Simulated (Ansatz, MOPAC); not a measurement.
Molecule: C4H9O (charge 0, doublet). SMILES: [CH2]OC(C)C
Structure (B3LYP-D3(BJ)/def2-TZVP (Ansatz, a program for electronic structure) minimum search):
```
C
H 1 1.0975
O 1 1.4388 2 107.52
C 3 1.3516 1 116.22 2 -43.22
H 4 1.0793 3 113.98 1 178.40
H 4 1.0850 5 121.39 3 151.80
C 1 1.5159 2 109.63 3 115.61
H 7 1.0900 1 110.73 2 -57.63
H 7 1.0909 8 108.66 1 -121.26
H 7 1.0914 8 108.46 9 -117.69
C 1 1.5210 2 109.54 3 -119.82
H 11 1.0902 1 110.76 2 59.92
H 11 1.0915 12 108.53 1 121.26
H 11 1.0916 12 108.42 13 117.75
```
Charge 0, spin multiplicity 2.

Wanted: enthalpy of formation at 298 K, in kcal/mol. Terms: no spin-orbit coupling; open shells spin-unrestricted; valence correlation only; non-relativistic; PM7 with its own dispersion and hydrogen-bond terms; dispersion terms only where a functional's name holds one; six Cartesian d functions in 6-31G* and its kin unless marked 5d. CBS(X,Y): correlation extrapolated as X^-3; Hartree-Fock from the larger set. First-principles rows: single points at B3LYP-D3(BJ) geometries (Ansatz), with unscaled harmonic terms from B3LYP/6-31G* at its own minima, enthalpies of formation by atomisation with measured atoms. Semi-empirical rows: MOPAC heats of formation at their own minima for 298 K.

Coupled cluster (Ansatz) is a level with limits of its own, used here on species with T1 under 0.025 (0.045 for open shells) and stable references: CCSD(T)/CBS(cc-pVTZ,cc-pVQZ).

Value to compare with, CCSD(T)/CBS(cc-pVTZ,cc-pVQZ) (Ansatz): -13.5 kcal/mol.

```
level                            program  enthalpy of formation at 298 K (kcal/mol)  difference
------------------------  --------------  -----------------------------------------  ----------
PM7                                MOPAC                                      -33.7       -20.2
SVWN5/6-31G*                      Ansatz                                     -209.4      -195.9
PBE/def2-SVP                      Ansatz                                      -50.1       -36.6
B3LYP/STO-3G                      Ansatz                                     -238.8      -225.3
B3LYP/6-31G*                      Ansatz                                      -12.5         1.0
PBE0/6-31G*                       Ansatz                                      -22.9        -9.4
MP2/3-21G                         Ansatz                                      162.6       176.1
B2PLYP-D3(BJ)/def2-TZVPD  Ansatz + dftd3                                       -4.0         9.5
```

Among the 7 habitual levels, B3LYP/STO-3G lies farthest from CCSD(T)/CBS(cc-pVTZ,cc-pVQZ) (Ansatz) (-225.3 kcal/mol) and B3LYP/6-31G* nearest (1.0); 2 of 7 lie above it, and their mean absolute difference is 94.9 kcal/mol, the median 36.6. One case shows no general order.

The levels are drawn from those run, B3LYP/6-31G* more often than the rest, none by its result; runs whose electronic state is in doubt are left out.
